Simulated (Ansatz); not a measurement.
Reaction (redistribution): `C[S][Cd][F]` + `C[S][SnH3]` → `C[S][Cd][S]C` + `[F][SnH3]`

Gas-phase electronic energies from Ansatz, PBE0-D4/def2-TZVP geometries. CBS: MP2 limit from def2 TZ/QZ plus the TZ coupled-cluster correction, frozen cores. Functionals use def2-TZVPP. B3LYP here is the variant with VWN-RPA as its local correlation; programs differ in this. HSE06 is defined as in plane-wave codes. Elements past krypton have def2 core potentials. For Cd, Sn outer-core shells are correlated without core-valence functions, which leaves a few kJ/mol of doubt a bond. One conformer a species, not always the lowest.

```csv
level,ΔE (kcal/mol),difference from CCSD(T)/CBS
LDA (SPW92),-8.7,0.0
PBE-D4,-8.2,0.5
revPBE-D4,-7.9,0.8
BLYP-D4,-8.4,0.3
r2SCAN-D4,-9.0,-0.3
B97M-V,-9.2,-0.5
B3LYP-D4,-9.0,-0.3
r2SCANh-D4,-9.1,-0.4
r2SCAN0-D4,-9.3,-0.6
HSE06-D4,-8.8,-0.1
BHLYP-D4,-9.5,-0.8
CAM-B3LYP-D4,-9.2,-0.5
ωB97X-V,-8.7,0.0
ωB97M-V,-9.0,-0.3
B2PLYP,-9.5,-0.8
PBE-QIDH,-9.3,-0.6
PBE,-8.4,0.3
revPBE,-8.4,0.3
BLYP,-8.9,-0.2
PBE0,-8.9,-0.2
B3LYP,-9.4,-0.7
r2SCANh,-9.1,-0.4
r2SCAN0,-9.3,-0.6
HSE06,-9.0,-0.3
BHLYP,-9.9,-1.2
CAM-B3LYP,-9.4,-0.7
LC-ωPBE,-8.3,0.4
HF/def2-SVP,-9.7,-1.0
MP2/def2-SVP,-11.6,-2.9
CCSD/def2-SVP,-10.1,-1.4
CCSD(T)/def2-SVP,-10.2,-1.5
HF/def2-TZVPP,-10.3,-1.6
SCS-MP2/def2-TZVPP,-9.8,-1.1
CCSD/def2-TZVPP,-9.0,-0.3
CCSD(T)/def2-TZVPP,-9.1,-0.4
HF/def2-QZVPP,-10.0,-1.3
MP2/def2-QZVPP,-9.6,-0.9
SCS-MP2/def2-QZVPP,-9.5,-0.8
HF/CBS(def2),-9.9,-1.2
MP2/CBS(def2),-9.5,-0.8
CCSD(T)/CBS,-8.7,0
```

Largest T1 diagnostic among the species: 0.015.

At CCSD(T), def2-SVP lies −1.5 kcal/mol from the extrapolated value and def2-TZVPP −0.4 kcal/mol. From BLYP to BHLYP (50 % exact exchange), in def2-TZVPP and without D4, ΔE moves by −1.0 kcal/mol. Leaving LDA and LC-ωPBE aside and taking each functional with its dispersion term where it has one, the values spread over 1.7 kcal/mol, from B2PLYP to revPBE-D4.
